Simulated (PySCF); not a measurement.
CF2I (SMILES F[C](F)I), doublet, geometry from GFN2-xTB (core potentials on I); HF/def2-SV(P) (PySCF).

PySCF was given this input:
```python
from pyscf import gto, scf

mol = gto.Mole()
mol.atom = '''
    F    -1.94047091   -1.04246775   -0.07111409
    C    -1.27115926    0.02973402    0.32225778
    F    -1.89743270    1.11662875   -0.10056321
    I     0.79562430   -0.01595949   -0.00732926
'''
mol.basis = 'def2-sv(p)'
mol.ecp = {'I': 'def2-sv(p)'}
mol.spin = 1
mol.verbose = 4
mol.build()

mf = scf.UHF(mol)
mf.kernel()
```

What the program printed (banner, timings and long lists left out):

```
PySCF version 2.14.0

[INPUT] verbose = 4
[INPUT] num. atoms = 4
[INPUT] num. electrons = 49
[INPUT] charge = 0
[INPUT] spin (= nelec alpha-beta = 2S) = 1
[INPUT] symmetry False subgroup None
[INPUT] Mole.unit = angstrom
[INPUT] Symbol           X                Y                Z      unit          X                Y                Z       unit  Magmom
[INPUT]  1 F     -1.940470910000  -1.042467750000  -0.071114090000 AA   -3.666958572586  -1.969978541192  -0.134386153698 Bohr   0.0
[INPUT]  2 C     -1.271159260000   0.029734020000   0.322257780000 AA   -2.402142862105   0.056189154382   0.608978945710 Bohr   0.0
[INPUT]  3 F     -1.897432700000   1.116628750000  -0.100563210000 AA   -3.585628142794   2.110122520315  -0.190036925107 Bohr   0.0
[INPUT]  4 I      0.795624300000  -0.015959490000  -0.007329260000 AA    1.503512025049  -0.030159065188  -0.013850294096 Bohr   0.0

nuclear repulsion = 182.404877008619
number of shells = 28
number of NR pGTOs = 133
number of NR cGTOs = 68
basis = def2-sv(p)
ecp = {'I': 'def2-sv(p)'}

******** <class 'pyscf.scf.uhf.UHF'> ********
method = UHF
initial guess = minao
damping factor = 0
level_shift factor = 0
DIIS = <class 'pyscf.scf.diis.CDIIS'>
diis_start_cycle = 1
diis_space = 8
diis_damp = 0
SCF conv_tol = 1e-09
SCF conv_tol_grad = None
SCF max_cycles = 50
direct_scf = True
direct_scf_tol = 1e-13
number electrons alpha = 25  beta = 24
Set gradient conv threshold to 3.16228e-05
init E= -501.563614668425

cycle= 1 E= -531.84528583956  delta_E= -30.3  |g|= 1.66  |ddm|= 5.46
cycle= 2 E= -532.193753318665  delta_E= -0.348  |g|= 1.27  |ddm|= 3.86
cycle= 3 E= -533.031124674943  delta_E= -0.837  |g|= 0.332  |ddm|= 1.91
cycle= 4 E= -533.107656382229  delta_E= -0.0765  |g|= 0.0862  |ddm|= 0.615
cycle= 5 E= -533.122159262311  delta_E= -0.0145  |g|= 0.052  |ddm|= 0.252
cycle= 6 E= -533.129331296733  delta_E= -0.00717  |g|= 0.0296  |ddm|= 0.206
cycle= 7 E= -533.131598828992  delta_E= -0.00227  |g|= 0.0143  |ddm|= 0.124
cycle= 8 E= -533.132140214923  delta_E= -0.000541  |g|= 0.00639  |ddm|= 0.0599
cycle= 9 E= -533.132295421127  delta_E= -0.000155  |g|= 0.00326  |ddm|= 0.0371
cycle= 10 E= -533.132343267655  delta_E= -4.78e-05  |g|= 0.00178  |ddm|= 0.0213
cycle= 11 E= -533.132359395413  delta_E= -1.61e-05  |g|= 0.000886  |ddm|= 0.0131
cycle= 12 E= -533.132363244732  delta_E= -3.85e-06  |g|= 0.000401  |ddm|= 0.0066
cycle= 13 E= -533.132363962995  delta_E= -7.18e-07  |g|= 0.00017  |ddm|= 0.00271
cycle= 14 E= -533.132364081244  delta_E= -1.18e-07  |g|= 5.91e-05  |ddm|= 0.00116
cycle= 15 E= -533.13236409303  delta_E= -1.18e-08  |g|= 2.99e-05  |ddm|= 0.000309
cycle= 16 E= -533.132364096146  delta_E= -3.12e-09  |g|= 1.56e-05  |ddm|= 0.000164
cycle= 17 E= -533.132364096802  delta_E= -6.57e-10  |g|= 7.43e-06  |ddm|= 6.86e-05
Extra cycle  E= -533.132364096918  delta_E= -1.15e-10  |g|= 5.11e-06  |ddm|= 1.92e-05
converged SCF energy = -533.132364096918  <S^2> = 0.76280653  2S+1 = 2.0127658
```
